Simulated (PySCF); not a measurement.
# Shieldings and the share of exact exchange

Molecule: `InChI=1S/C3H7BSi/c1-2-3(4)5-2/h3H,1,4-5H2/t3-/m0/s1`.

Mapped SMILES: `[BH2:1][C@H:2]1[SiH2:3][C:4]1=[CH2:5]` (H(Xn): hydrogen on atom n). Ha(Si3) is cis to B1 on the ring; Ha(C5) is cis to C2; Hb(Si3) is trans to B1 on the ring; Hb(C5) is trans to C2.

GIAO shieldings (ppm, equivalent atoms averaged) in PySCF 2.14 on the PBE0-D3(BJ)/def2-SVP geometry, basis pcSseg-2, gas phase, non-relativistic:

```tsv
functional	exact exchange (%)	σ(B1)	σ(C2)	σ(Si3)
BLYP	0	55.6	97.1	461.7
BP86	0	58.7	101.2	472.3
PBE	0	57.8	100.8	474.0
B3LYP	20	58.8	103.2	473.2
PBE0	25	61.9	108.2	487.7
BHandHLYP	50	64.1	111.8	489.2
HF	100	74.9	126.4	517.1
```

(1) Fit each shielding as a line in the percentage of exact exchange.

(2) What does the line predict for mPW1PW91 (25 %), and what does the run give?

## Answers

(1) σ(B1) = 56.9 + 0.17 x (rms 1.3 ppm); σ(C2) = 99.6 + 0.26 x (rms 1.6 ppm); σ(Si3) = 469.1 + 0.47 x (rms 5.0 ppm). The functionals also differ in their semilocal parts, which the line can't hold; Hartree–Fock has no correlation at all.

(2) σ(B1): 61.1 predicted, 62.0 computed; σ(C2): 106.1 predicted, 107.8 computed; σ(Si3): 480.9 predicted, 486.0 computed ppm.
